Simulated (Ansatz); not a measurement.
Molecule: CH₅OSi, charge 0, multiplicity 2. It need not be the lowest isomer of its formula. SMILES: C[SiH2][O]
Geometry: optimised at B3LYP-D3(BJ)/def2-TZVP (Ansatz, a first-principles code).

Wanted: atomisation energy (electronic, to ground-state atoms), in eV. Cores are frozen in the correlated levels unless marked. Open shells are spin-unrestricted. No spin-orbit coupling. Non-relativistic. The coupled-cluster limit lacks core correlation, which all-electron functionals hold. CBS(X,Y): correlation extrapolated as X^-3; Hartree-Fock from the larger set.

```csv
level,program,atomisation energy (eV)
PBE-D4/def2-TZVPD,Ansatz + dftd4,28.14
```

Predict the CCSD(T)/CBS(cc-pV(T+d)Z,cc-pV(Q+d)Z) result (Ansatz).

27.90 eV
